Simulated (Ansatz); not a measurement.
Ideal-gas functions of `O[Si@@H]1[GaH][Si@H]1F` at 500 K and 1 bar, from an Ansatz frequency run at PBE0-D4/def2-TZVP.

Molar mass 164.92 g/mol, point group C1 (symmetry number 1), electronic degeneracy 1, moments of inertia 279.601, 291.227, 543.373 u Å². Harmonic wavenumbers (cm⁻¹, unscaled): 57, 122, 142, 201, 274, 325, 337, 402, 439, 459, 539, 630, 741, 816, 864, 912, 927, 1883, 1935, 2218, 3905.

Use S(trans) = R[1.5 ln M + 2.5 ln T − 1.1517]; rotational temperatures θ = 24.2544 K / I; S(rot) = R[ln(√π/σ · √(T³/θAθBθC)) + 1.5]; for each mode x = 1.438777 ν̃/T, S = R[x/(eˣ − 1) − ln(1 − e⁻ˣ)] and H = RT x/(eˣ − 1); 1 cm⁻¹ = 0.0119627 kJ/mol; R = 8.31446 J/(mol·K).

Task: By hand: the entropy, in J/(mol·K).

Result: Translation 183.3. Rotation: θ = 0.0867, 0.0833, 0.0446 K, giving 128.2. Vibration, mode by mode: 23.35, 17.06, 15.81, 12.98, 10.50, 9.17, 8.89, 7.55, 6.90, 6.58, 5.45, 4.42, 3.43, 2.90, 2.60, 2.33, 2.25, 0.24, 0.21, 0.10, 0.00, in all 142.7. Electronic 0.0. Sum 454.2 J/(mol·K).

Task: By hand: H − E and G − E in kJ/mol, counted from the electronic energy.

Result: Zero-point energy ½ × 18128 × 0.0119627 = 108.4; thermal vibration 36.0; translation, rotation and pV give 4 RT = 16.6. H − E = 161.0 kJ/mol, and G − E = 161.0 − 500 × 454.2/1000 = -66.1 kJ/mol.

Vibration gives 31 % of the entropy, 56.2 J/(mol·K) of it from the modes under 150 cm⁻¹: soft modes count most, and the harmonic formula is weakest for them. The sum counts one conformer and one mirror image; others add a mixing term.
